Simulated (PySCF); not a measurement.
## Bond length, frequency and bond energy of BI by level of theory

State: ¹Σ⁺ (singlet), closed shell. Set-up: PySCF, scalar-relativistic core potentials, basis sets B def2-SVPD, I def2-SVPD with ECP28. De refers to B + I in their high-spin ground configurations, without counterpoise correction. A positive dipole means B(−)I(+).

```json
{"Level": "RHF", "Re (Å)": "2.151", "ωe (cm⁻¹)": "577", "De (eV)": "2.22", "μ (D)": "1.11"}
{"Level": "RHF-MP2", "Re (Å)": "2.126", "ωe (cm⁻¹)": "595", "De (eV)": "3.53", "μ (D)": "n/a"}
{"Level": "RHF-SCS-MP2", "Re (Å)": "2.134", "ωe (cm⁻¹)": "586", "De (eV)": "3.38", "μ (D)": "n/a"}
{"Level": "RHF-CCSD", "Re (Å)": "2.143", "ωe (cm⁻¹)": "581", "De (eV)": "3.30", "μ (D)": "n/a"}
{"Level": "RHF-CCSD(T)", "Re (Å)": "2.144", "ωe (cm⁻¹)": "578", "De (eV)": "3.46", "μ (D)": "n/a"}
{"Level": "PBE", "Re (Å)": "2.151", "ωe (cm⁻¹)": "568", "De (eV)": "4.02", "μ (D)": "1.56"}
{"Level": "BP86", "Re (Å)": "2.158", "ωe (cm⁻¹)": "559", "De (eV)": "3.94", "μ (D)": "1.47"}
{"Level": "TPSS", "Re (Å)": "2.151", "ωe (cm⁻¹)": "565", "De (eV)": "3.76", "μ (D)": "1.53"}
{"Level": "r²SCAN", "Re (Å)": "2.144", "ωe (cm⁻¹)": "576", "De (eV)": "3.80", "μ (D)": "1.54"}
{"Level": "PBE0", "Re (Å)": "2.134", "ωe (cm⁻¹)": "587", "De (eV)": "3.76", "μ (D)": "1.51"}
{"Level": "B97-3", "Re (Å)": "2.139", "ωe (cm⁻¹)": "582", "De (eV)": "3.66", "μ (D)": "1.47"}
{"Level": "CAM-B3LYP", "Re (Å)": "2.126", "ωe (cm⁻¹)": "590", "De (eV)": "3.47", "μ (D)": "1.54"}
```

Which functional lies closest to RHF-CCSD(T) in De, which farthest, and by how much do they differ from it?

Closest is CAM-B3LYP (-1.8 pm in Re, +2.1 % in ωe, +0.01 eV in De against RHF-CCSD(T) in the same basis), farthest PBE (+0.7 pm in Re, -1.7 % in ωe, +0.56 eV in De). CCSD(T) converges more slowly with the basis than the functionals do and binds too weakly in this one, so the order can change at the basis-set limit.

What does a quarter of exact exchange do here, going from PBE to PBE0?

PBE0 less PBE: -1.7 pm in Re, +3.3 % in ωe, -0.26 eV in De. Exact exchange removes part of the self-interaction that spreads semilocal densities, and in most molecules shortens and stiffens the bond and lowers De; so it does here.

What does the step from GGA to meta-GGA do here, going from PBE to r²SCAN?

r²SCAN less PBE: -0.7 pm in Re, +1.4 % in ωe, -0.22 eV in De. 

Correlated steps freeze 5 core orbitals. Correlated levels converge slowly with the basis: in double zeta they bind strong bonds too weakly, by up to about 1 eV, and carry superposition errors of some tenths. These are scalar-relativistic numbers at best; spin–orbit coupling would shift them, the dissociation energy most. Where the molecule has an RHF reference, its open-shell atoms are computed with UHF.
